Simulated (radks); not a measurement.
The numbers below are computed, except where a source is named.
All-electron atom: Ir XX in [Kr] 4d10 4f12. Code: a radial shooting solver on a logarithmic mesh with Libxc functionals. Model: Dirac Kohn-Sham, PBE, spin-unpolarised, spherical densities, finite nucleus; open shells fill j = l - 1/2 first; Fermi nuclear charge, rms radius 5.4032 fm.

Normalised radial functions P(r) = r R(r) (large component), r in bohr:

```
   r/bohr * 4s1/2, o 4f5/2 (the largest magnitude, 1.82, reaches the edge; | marks zero, & curves that meet)
0.0007413                             o *
0.0009499                             o *
 0.001217                             o  *
  0.00156                             o   *
 0.001999                             o   *
 0.002562                             o    *
 0.003283                             o     *
  0.00424                             o     *
 0.005434                             o      *
 0.006963                             o      *
 0.008923                             o      *
  0.01143                             o     *
  0.01465                             o   *
  0.01878                             o*
  0.02426                          *  o
  0.03108                      *      o
  0.03983                   *         o
  0.05104                  *          |o
  0.06541                     *       |o
  0.08382                             * o
   0.1074                             |   o     *
   0.1387                             |      o        *
   0.1778                             |           &
   0.2278                            *|               o
    0.292           *                 |                   o
   0.3741  *                          |                     o
   0.4794     *                       |                    o
   0.6144               *             |               o
   0.7936                        *    |         o
    1.017                            *|    o
    1.303                             * o
     1.67                             &
```

4s1/2: eigenvalue -1105.6 eV, 3 radial nodes at r = 0.0207, 0.0835, 0.224 bohr, <r> = 0.419 bohr, 90 % of the charge inside 0.601 bohr. 4f5/2: eigenvalue -498.28 eV, 0 radial nodes, <r> = 0.479 bohr, 90 % of the charge inside 0.750 bohr.
